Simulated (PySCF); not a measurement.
# Dipole moment and polarisability of Cu(PH3)(N(SiH3)2)

Cu(PH3)(N(SiH3)2) (singlet state).
Cartesian coordinates in Å at the PBE0-D3(BJ)/def2-SVP level; atoms count from 1:
```xyz
14
CuH9NPSi2 angstrom
Cu    -0.022   -0.009    0.970
P      0.007   -0.019    3.139
H      0.538   -1.148    3.814
H     -1.209    0.093    3.862
H      0.738    0.988    3.821
N     -0.035    0.001   -0.879
Si     0.011    1.538   -1.648
Si    -0.030   -1.528   -1.665
H      1.240    1.762   -2.486
H     -0.002    2.628   -0.611
H     -1.162    1.796   -2.554
H     -1.202   -1.736   -2.586
H     -0.090   -2.628   -0.642
H      1.199   -1.782   -2.493
```

Level: CAM-B3LYP/def2-SVPD (PySCF), static field, nuclei fixed, core orbitals frozen in the response. The polarisability tensor in these axes (au):

```
x    92.80   0.22   0.14
y     0.22 110.06  -0.12
z     0.14  -0.12 136.28
```

Problem. What are the eigenvalues, a third of the trace, and Δα (Δα² = ½Σ(αi − αj)² over the three pairs)?

Solution. Principal values 92.80, 110.06 and 136.28 au; mean 113.05 au = 16.75 Å³ = 18.64 × 10⁻⁴⁰ C²·m²/J; Δα = 37.92 au (34 % of the mean).

Problem. What is the dipole moment, and where does it point?

Solution. (0.06, -0.04, 7.74) D, 7.74 D in size, pointing from the negative to the positive side. Measured along this direction, the outermost atoms are H12, H11, H9 and H14 at the negative end and H4, H3 and H5 at the positive end.

Problem. Give the eigenvalues of the traceless quadrupole moment Θ = ½Σq(3rr − r²1), origin at the centre of nuclear charge.

Solution. -8.34, -3.47, 11.80 D·Å. The values depend on the origin, since the dipole doesn't vanish. The electronic extent ⟨r²⟩ about the same centre is 1657 bohr², a root-mean-square distance of 2.30 Å for the 88 electrons.

Problem. Along which axes do the principal values lie, and how far do the nuclei extend along each?

Solution. Largest value along (0.00, 0.00, 1.00), where the nuclei span 6.44 Å; middle along (0.01, 1.00, 0.00), 5.26 Å; least along (1.00, -0.01, 0.00), 2.45 Å. The response follows the extents in order.

Problem. What would n − 1 = 2πNα be for an ideal gas of these molecules at 400 K and 1 atm, electronic part alone?

Solution. N = p/kT = 1.8347 × 10¹⁹ cm⁻³, so n − 1 = 2π × N × 16.75 × 10⁻²⁴ cm³ = 1931 × 10⁻⁶ at long wavelengths, for an ideal gas.

Problem. Form Σ f/ω² (atomic units) for the 15 lowest TDDFT singlets, given as eV and f, and set it beside the mean polarisability, which is this sum over all singlets: 4.61, 0.0000; 4.85, 0.0242; 4.87, 0.0748; 5.09, 0.0350; 5.12, 0.0339; 5.58, 0.0000; 5.83, 0.0000; 5.84, 0.0001; 5.88, 0.0003; 6.03, 0.0054; 6.04, 0.0062; 6.11, 0.0103; 6.15, 0.0801; 6.41, 0.0009; 6.42, 0.0000.

Solution. They add up to 7.09 au, 6.3 % of the 113.05 au; the largest single term is 2.34 au, from the state at 4.87 eV. Terms in order: 0.00, 0.76, 2.34, 1.00, 0.96, 0.00, 0.00, 0.00, 0.01, 0.11, 0.12, 0.21, 1.57, 0.02, 0.00 au. Higher excitations give the rest. The strengths listed sum to 0.271.

Isolated species at its PBE0-D3(BJ)/def2-SVP geometry, gas phase.
